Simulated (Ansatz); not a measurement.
`C[O+](C)[AlH-]([CH3])[CH3]` at its PBE0-D4/def2-TZVP geometry, where that method's forces vanish. The species carries charge 0 and has multiplicity 1.

```tsv
atom	x (Å)	y (Å)	z (Å)
C1	1.0926	1.1230	-0.9172
O2	1.0280	-0.0947	-0.1854
C3	2.0241	-0.1934	0.8264
Al4	-0.7727	-0.8835	0.2099
C5	-1.4848	0.4334	1.4995
C6	-1.5710	-0.9289	-1.5935
H7	2.0732	1.2092	-1.3915
H8	0.9221	1.9753	-0.2532
H9	0.3154	1.0823	-1.6773
H10	1.8817	-1.1559	1.3137
H11	1.9087	0.6162	1.5529
H12	3.0136	-0.1445	0.3654
H13	-0.2246	-2.2644	0.8252
H14	-0.8641	0.5361	2.3965
H15	-1.6057	1.4331	1.0666
H16	-2.4783	0.1292	1.8485
H17	-0.8939	-1.3508	-2.3441
H18	-1.9053	0.0495	-1.9559
H19	-2.4592	-1.5713	-1.5866
```

(1) For each bond, give half the difference of the two atoms' forces along it (eV/Å; positive pushes the atoms apart) under PBE-D4, r2SCAN-D4, B3LYP-D4, ωB97M-V in def2-TZVPP. (An estimate is asked.)

## Answers

(1) The calculation gave: 
```csv
bond,length (Å),PBE-D4,r2SCAN-D4,B3LYP-D4,ωB97M-V
C1–O2,1.422,0.25,0.30,0.27,0.21
C1–H8,1.094,0.08,-0.06,-0.08,-0.09
C1–H9,1.088,0.08,-0.07,-0.14,-0.10
O2–C3,1.423,0.24,0.30,0.27,0.21
C3–H10,1.088,0.09,-0.07,-0.13,-0.11
C3–H11,1.094,0.07,-0.07,-0.08,-0.09
C3–H12,1.093,0.07,-0.07,-0.09,-0.09
Al4–C5,1.976,-0.06,-0.02,0.07,0.04
Al4–H13,1.608,0.03,-0.02,-0.13,-0.11
C5–H14,1.096,0.12,0.00,-0.03,-0.04
C5–H15,1.096,0.12,0.01,-0.03,-0.04
C5–H16,1.096,0.12,0.00,-0.04,-0.04
C6–H17,1.095,0.11,0.01,-0.03,-0.03
C6–H19,1.096,0.13,0.00,-0.05,-0.05
```

B3LYP here is the variant with VWN-RPA as its local correlation; programs differ in this.

Computed with Ansatz.
